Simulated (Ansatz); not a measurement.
Two isomers of CH9NO2Si2: A = `CN([SiH2]O)[SiH2]O`, B = `CO[Si](N)(O)[SiH3]`.

Computed with Ansatz on PBE0-D4/def2-TZVP structures; ΔE is electronic, products minus reactants. CCSD(T)/CBS is the MP2 limit (def2-TZVPP, def2-QZVPP) plus CCSD(T) − MP2 in def2-TZVPP, frozen cores. DFT in def2-TZVPP. B3LYP here is the variant with VWN-RPA as its local correlation; programs differ in this. Each species was taken in one conformer, which may not be the lowest.

Task: Which is lower in electronic energy at CCSD(T)/CBS, and by how much? (An estimate is asked.)

Result: The calculation gave: A, by 62.6 kJ/mol.

Task: Give E(B) − E(A) in kJ/mol with B3LYP-D4, MP2/def2-TZVPP, CCSD(T)/def2-TZVPP, r2SCAN-D4, B2PLYP, ωB97M-V, B3LYP. (Best estimate.)

Result: Computed: B3LYP-D4 54.9, MP2/def2-TZVPP 74.7, CCSD(T)/def2-TZVPP 62.5, r2SCAN-D4 51.6, B2PLYP 60.2, ωB97M-V 62.9, B3LYP 50.9. None reverses the order clearly.

Largest T1 diagnostic: 0.012.

From PBE to PBE0 (25 % exact exchange), in def2-TZVPP and without D4, E(B) − E(A) moves by +7.3 kJ/mol. The D4 term adds +4.0 kJ/mol with B3LYP and +1.8 kJ/mol with PBE0; it sums over pairs of atoms, weighted by their polarisabilities, and B3LYP, whose exchange is more repulsive, gets the larger term.
